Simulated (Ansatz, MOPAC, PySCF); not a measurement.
Molecule: SnH2, charge 0, multiplicity 1. SMILES: [SnH2]
Geometry from a B3LYP-D3(BJ)/def2-TZVP (Ansatz, a quantum-chemistry and plane-wave program) optimisation:
```
Sn
H 1 1.7807
H 1 1.7807 2 90.56
```

Unscaled harmonic wavenumbers (cm⁻¹) in rising order, each level at the stationary point that it reaches from this structure (no distance between atoms moves by over 0.3 Å); the order of modes can differ between levels, and a negative number is imaginary. B3LYP-D3(BJ)/def2-TZVP (PySCF, at the structure above): 789, 1700, 1702.

PM3 (MOPAC): 765, 2202, 2214. Zero-point energy 7.4 against 6.0 kcal/mol; where all levels lie over 400 cm⁻¹, the wavenumbers are on average 1.189 times those of B3LYP-D3(BJ)/def2-TZVP.

HF/3-21G (Ansatz): 871, 1805, 1820. Zero-point energy 6.4 against 6.0 kcal/mol; where all levels lie over 400 cm⁻¹, the wavenumbers are on average 1.078 times those of B3LYP-D3(BJ)/def2-TZVP.

HF/6-31G* with LANL2DZ past Ar (Ansatz): 897, 1766, 1776. Zero-point energy 6.3 against 6.0 kcal/mol; where all levels lie over 400 cm⁻¹, the wavenumbers are on average 1.073 times those of B3LYP-D3(BJ)/def2-TZVP.
